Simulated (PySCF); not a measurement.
## Highest orbital energy against ionisation energy along the 4p block

Calculated with PySCF 2.14, no spin-orbit coupling. Each cell gives −ε(HOMO) / ΔSCF in eV; NIST values include spin-orbit coupling, (s) semi-empirical, (t) theoretical.

```tsv
species	UHF	LDA	PBE	PBE0	r2SCAN	NIST (lowest levels)
Ga (aug-cc-pVDZ-DK, spin-free X2C)	5.799 / 5.521	2.928 / 6.047	2.937 / 5.976	3.762 / 5.989	3.191 / 6.116	5.999
Ge (aug-cc-pVDZ-DK, spin-free X2C)	7.883 / 7.413	4.405 / 8.020	4.385 / 7.903	5.390 / 7.933	4.705 / 8.064	7.899
As (aug-cc-pVDZ-DK, spin-free X2C)	10.048 / 9.435	5.962 / 10.042	5.923 / 9.900	7.105 / 9.961	6.326 / 10.114	9.789
Se (aug-cc-pVDZ-DK, spin-free X2C)	9.346 / 8.530	5.742 / 9.877	5.636 / 9.619	6.792 / 9.610	5.921 / 9.675	9.752
Br (aug-cc-pVDZ-DK, spin-free X2C)	11.745 / 10.783	7.531 / 12.109	7.404 / 11.828	8.727 / 11.842	7.742 / 11.911	11.814
Kr (aug-cc-pVDZ-DK, spin-free X2C)	14.273 / 13.180	9.399 / 14.404	9.261 / 14.115	10.763 / 14.169	9.686 / 14.259	14.000
```

Problem. How far is −ε(HOMO) from ΔSCF on average for each method, and why?

Solution. UHF 0.71 eV; LDA -4.09 eV; PBE -3.97 eV; PBE0 -2.83 eV; r2SCAN -3.76 eV. Hartree-Fock orbital energies lack relaxation and so exceed the ΔSCF value; semilocal functionals have convex E(N) from self-interaction, so their HOMO lies far too high; exact exchange moves hybrids part of the way back.
